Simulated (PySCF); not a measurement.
IrO₄, charge +1, multiplicity 1. Atoms are numbered in the order given.

```xyz
5

Ir     0.0000     0.0000     0.1318
O      0.6901     0.0000    -1.6611
O     -0.6901     0.0000    -1.6611
O      0.0000    -1.4370     1.0266
O      0.0000     1.4370     1.0266
```
Charge +1, spin multiplicity 1.

Geometry: PBE-D3(BJ)/def2-SVP. The multiplicity is an assumed one; other spin states were not compared. The def2 effective core potentials stand for the cores of Ir; spin–orbit coupling is left out.

Level of theory: PBE-D3(BJ)/def2-SVP run with PySCF.

Frequencies are harmonic and unscaled.

| mode | ν (cm⁻¹) | IR (km/mol) | moving atoms (share of kinetic energy) |
|---|---|---|---|
| 1 | 194 | 0.4 | O 87 %, Ir 13 % |
| 2 | 233 | 0.3 | O 83 %, Ir 17 % |
| 3 | 276 | 2.4 | O 95 % |
| 4 | 345 | 0.0 | O 100 % |
| 5 | 531 | 1.1 | O 86 %, Ir 14 % |
| 6 | 605 | 0.8 | O 94 % |
| 7 | 960 | 44.6 | O 89 %, Ir 11 % |
| 8 | 987 | 21.0 | O 95 % |
| 9 | 1000 | 37.1 | O 100 % |
